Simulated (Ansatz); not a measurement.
Cost and result for the atomization energy of `CNB(C)O` (13 atoms, 12 bonds).

```xyz
13

C     0.9137    0.1597    1.7218
N    -0.0920   -0.1658    0.7447
B    -0.0844    0.0673   -0.6473
C    -1.3005   -0.3770   -1.5423
O     0.9666    0.6830   -1.2887
H     1.3049   -0.7317    2.2236
H     1.7650    0.6551    1.2497
H     0.5363    0.8434    2.4896
H    -0.9021   -0.6223    1.1281
H    -1.7116    0.4813   -2.0819
H    -0.9715   -1.0888   -2.3054
H    -2.1139   -0.8412   -0.9798
H     1.6894    0.9370   -0.7122
```

Total charge 0; spin multiplicity 1. All single points use the PBE0-D4/def2-TZVP geometry. It is one conformer, not always the lowest. Program: Ansatz. All runs use 4 threads of an Intel Xeon Platinum 8375C on a shared host. Times are those of one run each, without the atoms' runs, and a repeat can differ threefold. Electronic energies, without spin–orbit coupling; frozen cores. CCSD(T)/CBS adds CCSD(T) − MP2 in def2-TZVPP to the MP2 limit, and its time is that of the two runs behind it. T1 = 0.011. B3LYP takes the VWN-RPA correlation (the form of Gaussian; ORCA's B3LYP/G).

CCSD(T)/CBS is a level of theory with its own doubt, some kJ/mol a heavy atom from the limit and from the frozen cores, so smaller differences don't rank the functionals.

```
                             level  functions  atomization (kcal/mol)  difference from CCSD(T)/CBS  per bond
r2SCAN-D4/def2-TZVPP (with forces)        267                  1239.9                          4.1       0.3
                    MP2/def2-QZVPP        525                  1241.7                          5.9       0.5
                 CCSD(T)/CBS(def2)          –                  1235.8                          0.0       0.0
                ωB97X-V/def2-TZVPP        267                  1239.0                          3.2       0.3
                CCSD(T)/def2-TZVPP        267                  1206.0                        -29.8      -2.5
                 B2PLYP/def2-TZVPP        267                  1228.5                         -7.3      -0.6
 B3LYP-D4/def2-TZVPP (with forces)        267                  1241.7                          5.9       0.5
  ωB97M-V/def2-TZVPP (with forces)        267                  1243.0                          7.2       0.6
   PBE-D4/def2-TZVPP (with forces)        267                  1262.9                         27.1       2.3
                PBE0-D4/def2-TZVPP        267                  1242.0                          6.2       0.5
```

Order the runs by time, with rough figures. (An estimate is asked.)

Computed: PBE0-D4/def2-TZVPP 2.9 s; PBE-D4/def2-TZVPP (with forces) 3.1 s; r2SCAN-D4/def2-TZVPP (with forces) 4.2 s; B3LYP-D4/def2-TZVPP (with forces) 4.7 s; B2PLYP/def2-TZVPP 6 s; ωB97X-V/def2-TZVPP 7 s; ωB97M-V/def2-TZVPP (with forces) 10 s; MP2/def2-QZVPP 28 s; CCSD(T)/def2-TZVPP 2.1 min; CCSD(T)/CBS(def2) 2.5 min.

From PBE to PBE0 (25 % exact exchange), in def2-TZVPP and without D4, the atomization energy moves by −20.0 kcal/mol: exact exchange takes away binding that semilocal exchange gives to molecules. The D4 term adds +7.8 kcal/mol with B3LYP and +4.1 kcal/mol with PBE0; it sums over pairs of atoms, weighted by their polarisabilities, and B3LYP, whose exchange is more repulsive, gets the larger term. In def2-TZVPP, CCSD(T) changes the Hartree–Fock value by +291.7 kcal/mol (the triples alone add +15.8 kcal/mol) and MP2 by +309.8 kcal/mol; breaking electron pairs costs correlation energy, which Hartree–Fock lacks.
